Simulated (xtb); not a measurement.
InI, SMILES [In][I] (connectivity only; charge and spin as stated), neutral, multiplicity 1. All values are semi-empirical tight-binding results from xtb (GFN2-xTB unless named), good for trends rather than for accurate numbers. Geometry: GFN2-xTB.

Optimised geometry:

```xyz
2

In     0.0000     0.0000    -1.4492
I      0.0000     0.0000     1.3398
```

For metal compounds this method's bond lengths and energies can be far off.

Computed properties:
```
Quantity                       Value
---------------------------  -------
point group as xtb finds it      C∞v
orbital gap                  4.92 eV
```

### Question
Give the atomic charges and the Wiberg bond orders between heavy atoms. (Estimate from the structure and the level; the computed values follow.)

### Answer
charges (e) In1 0.34, I2 -0.34. Bond orders In1–I2 1.13.
